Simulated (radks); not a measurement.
Valence configurations of Zn II (all share [Ar]). Method: scalar-relativistic Kohn-Sham, PBE, spin-polarised, spherical densities, finite nucleus; open shells are filled with parallel spins first; Fermi nuclear charge, rms radius 3.9283 fm; computed with a radial shooting solver on a logarithmic mesh with Libxc functionals. Order these by energy: 3d10 4s0.5 4p0.5; 3d9 4s1 4p1; 3d10 4p1; 3d10 4s1; 3d9 4p2; 3d9 4s0.5 4p1.5; 3d9 4s2; 3d8 4s2 4p1; 3d9.5 4s1 4p0.5; 3d8 4p3.

Answer. From the lowest, in eV above it: 3d10 4s1 0.000; 3d10 4s0.5 4p0.5 3.165; 3d9.5 4s1 4p0.5 6.295; 3d10 4p1 6.365; 3d9 4s2 8.021; 3d9 4s1 4p1 13.871; 3d9 4s0.5 4p1.5 17.501; 3d9 4p2 21.158; 3d8 4s2 4p1 27.576; 3d8 4p3 41.415. NIST lists [Ar] 3d10 4s1 as the ground configuration; this level of theory agrees among the configurations tried. The energies are those of spherical high-spin densities, not of single terms.
